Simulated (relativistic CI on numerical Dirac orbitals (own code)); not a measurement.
## Sensitivity of the levels of Os XXXVIII to α and to the nuclear radius

Computed by Dirac-Coulomb-Breit CI, KLI orbitals optimised for each configuration, derivatives by finite differences, unscaled Slater integrals, QED left out (own radial code, finite nucleus).

Configurations in the expansion (outside the closed core [Ar] 3d10): 4s2 4p6 4d3, 4s2 4p6 4d2 4f, 4s2 4p5 4d4, 4s2 4p6 4d 4f2, 4s 4p6 4d4, 4p6 4d5, 4s2 4p6 4d2 5s, 4s2 4p6 4d 4f 5s. Levels of other configurations are missing.

With x = (α/α₀)² − 1 an excitation energy changes as ω = ω₀ + qx; K = 2q/ω₀ is the relative enhancement. Terms are leading LS components, so labels can repeat. The field-shift factor is F = δν/δ⟨r²⟩ for the transition from the lowest level.

Lowest level 4s2 4p6 4d3 4F_3/2.

```
              Level  ω₀ (cm⁻¹)  q (cm⁻¹)      K  F (GHz/fm²)
 4s2 4p6 4d3 4F_5/2     142445    170400   2.39         5.23
 4s2 4p6 4d3 4P_3/2     162896    165700   2.03         4.79
 4s2 4p6 4d3 2G_7/2     177492    175600   1.98          5.4
 4s2 4p6 4d3 4P_1/2     180044    168500   1.87         4.58
 4s2 4p6 4d3 2H_9/2     181610    168900   1.86         5.63
 4s2 4p6 4d3 4P_5/2     250733    186800   1.49         5.36
 4s2 4p6 4d3 4F_7/2     316507    336200   2.12         10.3
 4s2 4p6 4d3 4F_9/2     332786    342000   2.06         10.9
 4s2 4p6 4d3 4P_3/2     344309    340300   1.98         9.61
 4s2 4p6 4d3 2P_1/2     354549    341300   1.93         9.92
 4s2 4p6 4d3 2D_5/2     362270    328800   1.82         8.86
4s2 4p6 4d3 2H_11/2     368017    339800   1.85         11.3
 4s2 4p6 4d3 2D_5/2     387265    347200   1.79          9.6
 4s2 4p6 4d3 2F_7/2     394238    337700   1.71         9.93
 4s2 4p6 4d3 2D_3/2     450741    356700   1.58         11.1
 4s2 4p6 4d3 2G_9/2     503649    511000   2.03         15.6
 4s2 4p6 4d3 2D_3/2     547608    500200   1.83         14.3
 4s2 4p6 4d3 2D_5/2     580584    504200   1.74         15.4
4s2 4p5 4d4 4P°_3/2    1329114     71470  0.108         13.5
4s2 4p5 4d4 6D°_5/2    1441070    243200  0.338         18.5
4s2 4p5 4d4 4P°_1/2    1472295    245400  0.333         16.9
4s2 4p5 4d4 6D°_7/2    1472438    257200  0.349         19.1
4s2 4p5 4d4 4F°_9/2    1480283    246500  0.333         19.3
```

At this charge energies of transitions that change n are usually good to better than 1 %, and those within a shell (Δn = 0) to a few per cent. Terms inside the open d or f shell come out 10 to 20 % too wide with unscaled integrals.
